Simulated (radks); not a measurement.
Values are calculated unless marked as measured or tabulated.
Ionisation of the iodine ion I2+, [Kr] 4d10 5s2 5p3, to I3+, [Kr] 4d10 5s2 5p2, under several functionals. Dirac Kohn-Sham, spin-unpolarised, spherical densities, finite nucleus; open shells fill j = l - 1/2 first; a radial shooting solver on a logarithmic mesh with Libxc functionals.

| functional | E(I2+) (hartree) | Exc (hartree) | IE (eV) | -e(HOMO) (eV) | <r> HOMO (bohr) | IE error (eV) |
|---|---|---|---|---|---|---|
| BLYP | -7118.37953 | -181.65882 | 28.620 | 23.788 | 2.245 | -0.950 |
| OLYP | -7120.43638 | -183.83619 | 28.578 | 23.797 | 2.237 | -0.992 |
| LDA (Slater exchange, Perdew-Wang correlation) | -7111.89642 | -175.10273 | 28.992 | 24.154 | 2.232 | -0.578 |
| RPBE | -7118.04500 | -181.32863 | 28.649 | 23.864 | 2.240 | -0.921 |
| AM05 | -7112.15126 | -175.36404 | 28.734 | 23.925 | 2.231 | -0.836 |
| B86b exchange with PBE correlation | -7118.46522 | -181.75333 | 28.751 | 23.947 | 2.237 | -0.819 |
| BP86 | -7118.91291 | -182.20500 | 28.885 | 24.069 | 2.232 | -0.685 |
| revPBE | -7117.94824 | -181.23110 | 28.662 | 23.872 | 2.238 | -0.908 |

NIST Atomic Spectra Database: 29.57 eV (measured). Closest: LDA (Slater exchange, Perdew-Wang correlation). The Delta-SCF values span 0.41 eV, the total energies 8.54 hartree. The highest occupied level is 5p3/2. Spin polarisation and multiplet splitting are left out, so open shells lie too high by an amount that depends on their filling.

Beside tabulated values, note that spin-unpolarised runs miss the spin-polarisation part of the exchange energy of open shells.
